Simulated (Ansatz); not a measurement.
Geometry optimisation, RKS PBE0/6-31G* in Ansatz 0.2.0.

input.yaml

```yaml
crystal:
  periodic: [false, false, false]
  atoms:
    - { symbol: B, position_ang: [-0.021254, -0.360905, 0.134264] }
    - { symbol: O, position_ang: [-0.137608, -0.960887, 1.364376] }
    - { symbol: H, position_ang: [-1.040932, -0.895252, 1.69993] }
    - { symbol: Cl, position_ang: [1.53005, -0.466969, -0.68569] }
    - { symbol: H, position_ang: [-0.946944, 0.124141, -0.447902] }
    - { symbol: Si, position_ang: [0.557955, 2.607277, 1.049721] }
    - { symbol: H, position_ang: [1.871243, 2.958691, 1.651716] }
    - { symbol: H, position_ang: [0.635485, 2.71101, -0.429782] }
    - { symbol: H, position_ang: [-0.495251, 3.53167, 1.555207] }
    - { symbol: H, position_ang: [0.201057, 1.235624, 1.44596] }
basis:
  gaussian: { orbitals: "6-31G*" }
hamiltonian:
  xc: pbe0
relax:
  f_tol: 0.03
  max_steps: 50
```

Run as:

```bash
$ ansatz run input.yaml --threads 1 --pin off --max-ram 2048MiB --backend cpu --events-out ev --progress --plain --runs-dir out
```

Problem. Where does it end, and by what steps?

Solution. The run converged. The force dipped under the threshold on the way, but the program's further checks kept it going. After 9 steps the energy has fallen by 0.246 eV; H9 moved furthest, 0.66 Å.

```tsv
step	energy less start (eV)	largest force component (eV/Å)	accepted
0	0.0000	0.916	yes
1	-0.1461	0.422	yes
2	-0.2072	0.358	yes
3	-0.2095	0.688	yes
4	-0.2361	0.493	yes
5	-0.2420	0.188	yes
6	-0.2452	0.025	yes
7	-0.2456	0.020	yes
8	-0.2459	0.032	yes
9	-0.2460	0.026	yes
```

```xyz
10
Properties=species:S:1:pos:R:3
B -0.097 -0.883 0.000
O -0.190 -1.419 1.230
H -1.081 -1.325 1.590
Cl 1.460 -0.959 -0.812
H -1.016 -0.365 -0.563
Si 0.618 3.089 1.176
H 1.982 3.327 1.719
H 0.659 3.092 -0.310
H -0.302 4.159 1.652
H 0.118 1.769 1.655
```

Time of the run: 29 s on 1 thread of Intel(R) Xeon(R) Platinum 8488C (Sapphire Rapids), on a shared host, peak memory 0.18 GiB.
